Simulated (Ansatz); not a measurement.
Calculated with Ansatz (gas phase, PBE0-D4/def2-TZVP geometries, no zero-point term in ΔE). CCSD(T)/CBS is the MP2 limit (def2-TZVPP, def2-QZVPP) plus CCSD(T) − MP2 in def2-TZVPP, frozen cores. For Ge outer-core shells are correlated without core-valence functions, which leaves a few kJ/mol of doubt a bond. Scalar relativity is left out up to krypton.

Consider the redistribution: `C#[C][Ge]([CH3])([F])[F]` + `N#CB(F)F` → `[CH3][Ge]([F])([F])[C]#N` + `C#CB(F)F`.

```json
{"species": "`C#[C][Ge]([CH3])([F])[F]`", "CCSD(T)/CBS(def2) energy (Eh)": "-2392.29725"}
{"species": "`N#CB(F)F`", "CCSD(T)/CBS(def2) energy (Eh)": "-317.24121"}
{"species": "`[CH3][Ge]([F])([F])[C]#N`", "CCSD(T)/CBS(def2) energy (Eh)": "-2408.38760"}
{"species": "`C#CB(F)F`", "CCSD(T)/CBS(def2) energy (Eh)": "-301.15247"}
```

(1) Work out ΔE.

Largest T1 diagnostic among the species: 0.014.

Results:

(1) ΔE = (-2408.38760) + (-301.15247) − (-2392.29725) − (-317.24121) = -0.00161 Eh = -4.2 kJ/mol.

Leaving LDA and LC-ωPBE aside and taking each functional with its dispersion term where it has one, the values, not all of them listed here, spread over 2.5 kJ/mol, from B97M-V to PBE-QIDH.
